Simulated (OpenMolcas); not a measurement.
Computed levels of 4s2 4p2 in ions with 32 electrons, in cm-1 above 3P0.

```json
{
 "Program": "OpenMolcas 26.06",
 "Method": "SS-RASPT2, IPEA 0.25 Eh, imaginary shift 0.1 Eh",
 "Basis": "ANO-R2",
 "Scalar Hamiltonian": "X2C, finite nucleus",
 "Spin-orbit coupling": "state interaction with AMFI integrals over the reference wave functions, term energies averaged over their components"
}
```

Active space for each ion: 4 electrons in 9 orbitals (RAS2 4s 4p; RAS3 4d, at most 2 electrons); closed shells correlated by CASPT2: 3d.

```json
{"Level": "3P1", "As+": "915", "Br3+": "2270", "Kr4+": "3270"}
{"Level": "3P2", "As+": "2240", "Br3+": "5010", "Kr4+": "6850"}
{"Level": "1D2", "As+": "10300", "Br3+": "15930", "Kr4+": "19120"}
{"Level": "1S0", "As+": "23070", "Br3+": "33820", "Kr4+": "39190"}
```

Problem. Estimate 3P2, 1D2, 1S0 for Se2+ from its neighbours As+ and Br3+.

Solution. 3P2 is fine structure, which grows about as the fourth power of a screened charge, so the fourth roots are averaged: ((2240^0.25 + 5010^0.25) / 2)^4 = 3418. The calculation gives 3500, so the estimate is off by -2.3 %; the measured value is 3937 (Moore, Atomic Energy Levels, vol. II, NSRDS-NBS 35 (1971 reprint of NBS Circular 467, 1952)).
1D2 is another term, which grows about linearly with the charge: (10300 + 15930) / 2 = 13115. The calculation gives 13040, so the estimate is off by +0.6 %; the measured value is 13032 (Moore, Atomic Energy Levels, vol. II, NSRDS-NBS 35 (1971 reprint of NBS Circular 467, 1952)).
1S0 is another term, which grows about linearly with the charge: (23070 + 33820) / 2 = 28445. The calculation gives 28520, so the estimate is off by -0.3 %.

CASPT2 breaks the degeneracy within a term, and the mean is taken; among the terms shown or strongly mixed into the levels shown the widest spread is 12 cm-1 (4s2 4p2 1D, Se2+). Active for correlation alone: 4d; no level in the range computed is led by a configuration that fills it, so any true level of that kind is missing. Measured partners are found by configuration, term and J. A level has none where our copy of the source lacks it or the pairing is in doubt (some pairs that miss far off the trend of their configuration count as doubtful), and it then counts in no deviation. Only configurations of the active space appear.
